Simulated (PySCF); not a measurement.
C4H9O2 (SMILES [CH2]OCC(C)O), doublet, geometry from GFN2-xTB; CAMB3LYP/STO-3G in PySCF.

PySCF was given this input:
```python
from pyscf import gto, scf, dft

mol = gto.M(
    atom='''
C     2.44429592   -1.02503628   -0.30093565
O     1.31720491   -0.30874313   -0.56583977
C     0.46397681   -0.08288066    0.52738845
C    -0.78368637    0.65746024    0.03894765
C    -1.61108653   -0.22008434   -0.89623149
O    -1.50290815    1.02973766    1.19642637
H     2.49044820   -1.62960395    0.58697247
H     3.00838206   -1.27513126   -1.17673703
H     0.96317964    0.52974000    1.29056499
H     0.16839632   -1.03268951    0.99436903
H    -0.45232858    1.55679033   -0.50523325
H    -1.98942224   -1.08474277   -0.35488689
H    -2.45322875    0.33792816   -1.30164553
H    -0.98643999   -0.55931603   -1.71727797
H    -2.34435957    1.41231493    0.92416785
''',
    basis='sto-3g',
    spin=1,
    verbose=4,
)

mf = dft.UKS(mol)
mf.xc = 'camb3lyp'
mf.grids.atom_grid = (99, 590)
mf.grids.prune = None
mf.kernel()
```

The log (banner, timings and long lists left out):

```
PySCF version 2.14.0

[INPUT] verbose = 4
[INPUT] num. atoms = 15
[INPUT] num. electrons = 49
[INPUT] charge = 0
[INPUT] spin (= nelec alpha-beta = 2S) = 1
[INPUT] symmetry False subgroup None
[INPUT] Mole.unit = angstrom
[INPUT] Symbol           X                Y                Z      unit          X                Y                Z       unit  Magmom
[INPUT]  1 C      2.444295920000  -1.025036280000  -0.300935650000 AA    4.619049856192  -1.937037836943  -0.568685959618 Bohr   0.0
[INPUT]  2 O      1.317204910000  -0.308743130000  -0.565839770000 AA    2.489156529832  -0.583439958541  -1.069282195687 Bohr   0.0
[INPUT]  3 C      0.463976810000  -0.082880660000   0.527388450000 AA    0.876789099049  -0.156621748423   0.996619731759 Bohr   0.0
[INPUT]  4 C     -0.783686370000   0.657460240000   0.038947650000 AA   -1.480952606855   1.242419791391   0.073600391695 Bohr   0.0
[INPUT]  5 C     -1.611086530000  -0.220084340000  -0.896231490000 AA   -3.044512304676  -0.415899126906  -1.693632060311 Bohr   0.0
[INPUT]  6 O     -1.502908150000   1.029737660000   1.196426370000 AA   -2.840084793877   1.945922157550   2.260918167508 Bohr   0.0
[INPUT]  7 H      2.490448200000  -1.629603950000   0.586972470000 AA    4.706265025416  -3.079505157009   1.109217210959 Bohr   0.0
[INPUT]  8 H      3.008382060000  -1.275131260000  -1.176737030000 AA    5.685018171455  -2.409648854272  -2.223710707334 Bohr   0.0
[INPUT]  9 H      0.963179640000   0.529740000000   1.290564990000 AA    1.820145728357   1.001063517227   2.438814377052 Bohr   0.0
[INPUT] 10 H      0.168396320000  -1.032689510000   0.994369030000 AA    0.318222925185  -1.951500345611   1.879085133449 Bohr   0.0
[INPUT] 11 H     -0.452328580000   1.556790330000  -0.505233250000 AA   -0.854777134513   2.941907357071  -0.954752471524 Bohr   0.0
[INPUT] 12 H     -1.989422240000  -1.084742770000  -0.354886890000 AA   -3.759463179719  -2.049866750902  -0.670639027299 Bohr   0.0
[INPUT] 13 H     -2.453228750000   0.337928160000  -1.301645530000 AA   -4.635930458409   0.638591672178  -2.459753562964 Bohr   0.0
[INPUT] 14 H     -0.986439990000  -0.559316030000  -1.717277970000 AA   -1.864101419419  -1.056954113779  -3.245185043049 Bohr   0.0
[INPUT] 15 H     -2.344359570000   1.412314930000   0.924167850000 AA   -4.430197524803   2.668888419334   1.746424129628 Bohr   0.0

nuclear repulsion = 250.995065752957
number of shells = 27
number of NR pGTOs = 117
number of NR cGTOs = 39
basis = sto-3g
ecp = {}

******** <class 'pyscf.dft.uks.UKS'> ********
method = UKS
initial guess = minao
damping factor = 0
level_shift factor = 0
DIIS = <class 'pyscf.scf.diis.CDIIS'>
diis_start_cycle = 1
diis_space = 8
diis_damp = 0
SCF conv_tol = 1e-09
SCF conv_tol_grad = None
SCF max_cycles = 50
direct_scf = True
direct_scf_tol = 1e-13
number electrons alpha = 25  beta = 24
XC library pyscf.dft.libxc version 7.1.2
    S. Lehtola, C. Steigemann, M. J. T. Oliveira, and M. A. L. Marques,  SoftwareX 7, 1–5 (2018)
XC functionals = camb3lyp
    T. Yanai, D. P. Tew, and N. C. Handy,  Chem. Phys. Lett. 393, 51 (2004)
radial grids:
    Treutler-Ahlrichs [JCP 102, 346 (1995); DOI:10.1063/1.469408] (M4) radial grids

becke partition: Becke, JCP 88, 2547 (1988); DOI:10.1063/1.454033
pruning grids: None
grids dens level: 3
symmetrized grids: False
atomic radii adjust function: <function treutler_atomic_radii_adjust>
User specified grid scheme (99, 590)
small_rho_cutoff = 0
Set gradient conv threshold to 3.16228e-05
tot grids = 876152
init E= -304.856777847785

cycle= 1 E= -303.937311007351  delta_E= 0.919  |g|= 0.382  |ddm|= 3.36
cycle= 2 E= -303.994838542666  delta_E= -0.0575  |g|= 0.28  |ddm|= 0.862
cycle= 3 E= -304.039199774625  delta_E= -0.0444  |g|= 0.027  |ddm|= 0.348
cycle= 4 E= -304.039621550399  delta_E= -0.000422  |g|= 0.0114  |ddm|= 0.0464
cycle= 5 E= -304.039707836985  delta_E= -8.63e-05  |g|= 0.00275  |ddm|= 0.0174
cycle= 6 E= -304.039713769284  delta_E= -5.93e-06  |g|= 0.000831  |ddm|= 0.0044
cycle= 7 E= -304.039714775789  delta_E= -1.01e-06  |g|= 0.00023  |ddm|= 0.0023
cycle= 8 E= -304.039714839501  delta_E= -6.37e-08  |g|= 6.67e-05  |ddm|= 0.000582
cycle= 9 E= -304.039714844462  delta_E= -4.96e-09  |g|= 1.83e-05  |ddm|= 0.000156
cycle= 10 E= -304.039714844896  delta_E= -4.35e-10  |g|= 7.95e-06  |ddm|= 4.4e-05
Extra cycle  E= -304.039714844968  delta_E= -7.17e-11  |g|= 3.7e-06  |ddm|= 1.78e-05
converged SCF energy = -304.039714844968  <S^2> = 0.75211261  2S+1 = 2.0021115
```
